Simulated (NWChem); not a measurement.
System: GeNH$_{2}$ClF$_{2}$; SMILES [Cl][Ge]([NH2])([F])[F]

```xyz
7

N      1.6056    -0.9734     0.3725
Ge    -0.0011    -0.2936    -0.0025
F     -0.5215    -0.8849    -1.5271
F     -1.2702    -0.7785     1.0593
Cl     0.0542     1.8226    -0.0068
H      2.1128    -0.5264     1.1298
H      1.6648    -1.9856     0.4340
```
Atoms are numbered in this order, from 1.

All runs: NWChem. STO-3G and 3-21G are far too small for this property and stand as cheap habits. The geometry was optimised at PBE0/def2-SVP. GIAO values for the isolated, static molecule; σ is the absolute isotropic shielding, δ = σ(reference) − σ with the isolated reference molecule computed at the same levels (19F: trichlorofluoromethane, 1H: tetramethylsilane, 15N: ammonia).

For level LDA (Slater exchange, VWN5)/pcSseg-1:

```yaml
"δ N1 (ppm)": 49.1
"σ Ge2 (ppm)": 1180.8
"δ F3 (ppm)": -138.2
"δ F4 (ppm)": -107.1
"σ Cl5 (ppm)": 831.8
"δ H6 (ppm)": 1.51
"δ H7 (ppm)": 1.47
```

Task: How do the values read with level Hartree-Fock/STO-3G instead?

Result: 
| Item | Result |
|---|---|
| δ N1 (ppm) | -54.6 |
| σ Ge2 (ppm) | 2245.9 |
| δ F3 (ppm) | -190.2 |
| δ F4 (ppm) | -178.1 |
| σ Cl5 (ppm) | 1264.9 |
| δ H6 (ppm) | -1.11 |
| δ H7 (ppm) | -1.11 |
